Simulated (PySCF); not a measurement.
Deuteron quadrupole couplings in `COC1=C[P@H+](CP)C=C1C`

Compound: C7H13OP2 (charge +1).
SMILES with atom numbers: `[CH3:1][O:2][C:3]1=[CH:4][P@H+:5]([CH2:6][PH2:7])[CH:8]=[C:9]1[CH3:10]` (hydrogens: H11, H12, H13 on C1; H14 on C4; H15 on P5; H16, H17 on C6; H18, H19 on P7; H20 on C8; H21, H22, H23 on C10)

Cartesian coordinates in Å at the GFN2-xTB level; atoms count from 1:
```
atom  x, y, z in Å
C1    -3.380   -0.915    0.006
O2    -2.530    0.211    0.164
C3    -1.256    0.094   -0.126
C4    -0.572   -1.000   -0.572
P5     1.119   -0.536   -0.783
C6     2.377   -1.462    0.136
P7     4.024   -0.574   -0.218
C8     0.872    1.144   -0.249
C9    -0.429    1.319    0.056
C10   -1.067    2.562    0.531
H11   -4.373   -0.581    0.298
H12   -3.393   -1.249   -1.033
H13   -3.061   -1.736    0.653
H14   -0.973   -1.975   -0.778
H15    1.518   -0.561   -2.104
H16    2.112   -1.507    1.195
H17    2.408   -2.478   -0.272
H18    4.784   -1.512    0.473
H19    3.927    0.271    0.888
H20    1.639    1.897   -0.205
H21   -0.339    3.355    0.669
H22   -1.820    2.884   -0.188
H23   -1.592    2.376    1.468
```

Level: PBE0/pcSseg-1 (PySCF, non-relativistic); Q(2H) = 0.00286 b; rigid geometry, the same for H and D, with no vibrational averaging.

Question: Rank these positions by the coupling χzz of a deuteron there, largest first.
A. H20 (vinylic hydrogen)
B. H16 (methylene hydrogen)
C. H21 (methyl hydrogen)
D. H19 (P–H hydrogen)
E. H13 (methyl hydrogen)
F. H14 (vinylic hydrogen)

Answer: F (229 kHz), A (224 kHz), C (209 kHz), B (202 kHz), E (196 kHz), D (131 kHz).

Question: What are Vzz, η and χzz (234.96 MHz × Q × Vzz) at all hydrogens?

Answer: 
```json
{"atom": "H11", "bonded to": "C1", "bond length (Å)": "1.088", "Vzz (au)": "0.2988", "η": "0.09", "χzz (kHz)": "201"}
{"atom": "H12", "bonded to": "C1", "bond length (Å)": "1.092", "Vzz (au)": "0.2912", "η": "0.09", "χzz (kHz)": "196"}
{"atom": "H13", "bonded to": "C1", "bond length (Å)": "1.092", "Vzz (au)": "0.2912", "η": "0.09", "χzz (kHz)": "196"}
{"atom": "H14", "bonded to": "C4", "bond length (Å)": "1.074", "Vzz (au)": "0.3413", "η": "0.12", "χzz (kHz)": "229"}
{"atom": "H15", "bonded to": "P5", "bond length (Å)": "1.381", "Vzz (au)": "0.1984", "η": "0.01", "χzz (kHz)": "133"}
{"atom": "H16", "bonded to": "C6", "bond length (Å)": "1.093", "Vzz (au)": "0.3000", "η": "0.03", "χzz (kHz)": "202"}
{"atom": "H17", "bonded to": "C6", "bond length (Å)": "1.095", "Vzz (au)": "0.2952", "η": "0.04", "χzz (kHz)": "198"}
{"atom": "H18", "bonded to": "P7", "bond length (Å)": "1.391", "Vzz (au)": "0.1978", "η": "0.09", "χzz (kHz)": "133"}
{"atom": "H19", "bonded to": "P7", "bond length (Å)": "1.395", "Vzz (au)": "0.1942", "η": "0.10", "χzz (kHz)": "131"}
{"atom": "H20", "bonded to": "C8", "bond length (Å)": "1.076", "Vzz (au)": "0.3328", "η": "0.08", "χzz (kHz)": "224"}
{"atom": "H21", "bonded to": "C10", "bond length (Å)": "1.086", "Vzz (au)": "0.3116", "η": "0.05", "χzz (kHz)": "209"}
{"atom": "H22", "bonded to": "C10", "bond length (Å)": "1.090", "Vzz (au)": "0.3045", "η": "0.04", "χzz (kHz)": "205"}
{"atom": "H23", "bonded to": "C10", "bond length (Å)": "1.089", "Vzz (au)": "0.3051", "η": "0.05", "χzz (kHz)": "205"}
```

Question: Average by the element that carries the hydrogen.

Answer: on C: 206 kHz over 10 positions, mean bond length 1.087 Å; on P: 132 kHz over 3 positions, mean bond length 1.389 Å.

Question: How does χzz go with the bond length over the 10 C–H bonds?

Answer: A straight-line fit has a slope of -15.5 kHz for each 0.01 Å, with a correlation coefficient of -0.96, over lengths from 1.074 to 1.095 Å. The longer bonds have the smaller couplings here.

Question: Give the 2H NMR doublet splittings at H18 for a magnetic field along the z, y and x axes of the gradient: 3χ/2, 3χ(1 + η)/4, 3χ(1 − η)/4.

Answer: With |χ| = 133.0 kHz and η = 0.088: 199, 109 and 91 kHz, to first order and without motion.

One conformer (not necessarily the lowest) at the GFN2-xTB geometry, without solvent, vibrations or thermal averaging. GFN2-xTB bond lengths can be off by several hundredths of an ångström, more for odd bonds, and the gradients follow them. These gradients aren't converged with respect to the basis.
